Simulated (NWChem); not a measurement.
Molecule: C₄H₈; SMILES C1CC1C

```xyz
12

C      0.1594     1.5535     0.0000
C     -0.4967     0.1902     0.0000
C      0.1263    -0.9614    -0.7565
C      0.1263    -0.9614     0.7565
H     -0.1256     2.1432    -0.8965
H      1.2656     1.4619     0.0000
H     -0.1256     2.1432     0.8965
H     -1.6007     0.2147     0.0000
H     -0.5354    -1.6691    -1.2800
H      1.0823    -0.7751    -1.2728
H     -0.5354    -1.6691     1.2800
H      1.0823    -0.7751     1.2728
```
Atoms are numbered in this order, from 1.

All runs: NWChem. Pople sets run with spherical d functions. The geometry was optimised at PBE-D3(BJ)/def2-SVP. B3LYP is NWChem's, with the RPA form of VWN correlation. Vertical excitations in the gas phase; the lowest state need not have the same character in each row.

```csv
level,"lowest excitation, singlet (eV)",oscillator strength of that lowest state,lowest triplet (eV),orbital gap (eV)
"PBE/6-31+G*, TDA",6.54,0.017,6.43,6.51
"B3LYP/6-31+G*, TDA",6.98,0.013,6.86,7.92
"PBE0/6-31+G*, TDA",___,0.012,___,___
```

Task: What belongs in the gaps?

Result: 
- PBE0/6-31+G*, TDA, lowest excitation, singlet (eV): 7.25
- PBE0/6-31+G*, TDA, lowest triplet (eV): 7.11
- PBE0/6-31+G*, TDA, orbital gap (eV): 8.43
